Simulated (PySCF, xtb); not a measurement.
C₄H₈ClF, SMILES CCC[C@@H](F)Cl. Other conformers were not sampled.

Harmonic wavenumbers (cm⁻¹) from xtb with GFN2-xTB at its own minimum, in rising order: 81, 88, 148, 234, 292, 339, 377, 478, 739, 786, 880, 936, 966, 1079, 1100, 1114, 1128, 1191, 1226, 1269, 1274, 1303, 1357, 1417, 1462, 1492, 1501, 1502, 2912, 2975, 2993, 2997, 3003, 3038, 3044, 3049.

Task: What does B3LYP-D3(BJ)/def2-SVP run with PySCF give at its own minimum? (Estimate from the structure and the level; the computed values follow.)

Result: 91, 110, 152, 256, 311, 356, 394, 508, 759, 775, 867, 911, 981, 1058, 1103, 1147, 1152, 1237, 1267, 1318, 1321, 1384, 1402, 1408, 1454, 1470, 1472, 1485, 3025, 3026, 3049, 3075, 3087, 3102, 3111, 3114. Paired by order, the mean absolute difference is 35 cm⁻¹ and the zero-point energies are 71.1 and 72.5 kcal/mol.
